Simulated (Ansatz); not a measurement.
An input meant for (CuNH2)2 ring (Cu₂N₂H₄) (charge 0, singlet).

```yaml
crystal:
  periodic: [false, false, false]
  atoms:
    - {symbol: Cu, position_ang: [-0.772999, -0.653502, -0.455458]}
    - {symbol: N, position_ang: [-0.913139, 0.141940, 1.346063]}
    - {symbol: Cu, position_ang: [0.772931, 0.653679, 0.455395]}
    - {symbol: N, position_ang: [0.913100, -0.141894, -1.346091]}
    - {symbol: H, position_ang: [-0.895963, -0.456514, 2.175744]}
    - {symbol: H, position_ang: [-1.626480, 0.848553, 1.542667]}
    - {symbol: H, position_ang: [1.626391, -0.848638, -1.542419]}
    - {symbol: H, position_ang: [0.896148, 0.456386, -2.175900]}
basis:
  gaussian: {orbitals: def2-SVPD}
magnetization: {spin_polarized: true, initial_magnetization: 1}
hamiltonian: {xc: {name: revPBE}, dispersion: d3bj}
scf: {omitted_lower_state_checks: [starts]}
output: {forces: true}
```

```sh
$ ansatz run in.yaml --threads 4 --pin off --events-out ev --progress --plain --max-ram 3916MiB
```

It prints (some lines left out):

```
Error: a molecule whose nuclei and cores have a total charge of 76 cannot have a net charge of 0 together with 1 unpaired electrons
```

Q: Something in this input is off. What?

A: The number of unpaired electrons doesn't fit the electron count. The program refused the input.
